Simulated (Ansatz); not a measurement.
The cluster Pd₂Au⁺. The state is a triplet with charge 1. Geometry PBE-D4/def2-TZVP; atoms count from 1.

```xyz
3

Pd    0.1590    1.4327    0.2078
Pd   -1.1905   -0.6317    0.5520
Au    1.0315   -0.8010   -0.7598
```

In the def2 sets Au, Pd take a core potential; there is no spin–orbit coupling. The structure comes from a short search, and lower isomers may exist.

Problem. Estimate the Mulliken populations from the PBE0/def2-TZVP orbitals of Ansatz.

Solution. 
```csv
atom,charge (e),spin (α − β),d electrons
Pd1,0.27,0.82,9.11
Pd2,0.29,1.05,8.98
Au3,0.44,0.13,9.75
```
Mulliken values and Mayer orders depend strongly on the basis.

Problem. Where does the spin sit?

Solution. Summed by element: Pd 1.87, Au 0.13, of 2 unpaired in all. Largest on single atoms: Pd2 1.05, Pd1 0.82, Au3 0.13.

Problem. And the Mayer bond orders between bonded heavy atoms (over 0.3)?

Solution. Pd1–Pd2 0.79 (2.49 Å); Pd1–Au3 0.60 (2.59 Å); Pd2–Au3 0.71 (2.59 Å).
